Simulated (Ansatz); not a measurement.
Basis-set extrapolation for C3H7BO, SMILES `BC1(C)CO1` (PBE0-D4/def2-TZVP geometry, frozen core, Ansatz). Multiplicity 1, RHF reference.

|  | def2-TZVPP | def2-QZVPP |
| --- | --- | --- |
| HF | -217.241047 | -217.251212 |
| MP2 correlation | -0.842976 | -0.899764 |
| CCSD(T) correlation | -0.917847 | not run |

Energies in hartree. Use E(X) = E(∞) + A·exp(−7.88·√X) for Hartree–Fock and E(X) = E(∞) + B·X^(−2.97) for correlation, with X = 3 and 4, and add CCSD(T) minus MP2 of the smaller set to the MP2 limit.

Task: What is the CCSD(T) energy at the basis-set limit?

Result: HF limit: -217.251212 + (-0.010165) × 0.13774 = -217.25261. MP2 limit: -0.899764 + (-0.056788) × 0.74074 = -0.94183. Higher-order term: -0.917847 − (-0.842976) = -0.07487. Total: -218.26931 hartree, 3.00 eV below CCSD(T)/def2-TZVPP.
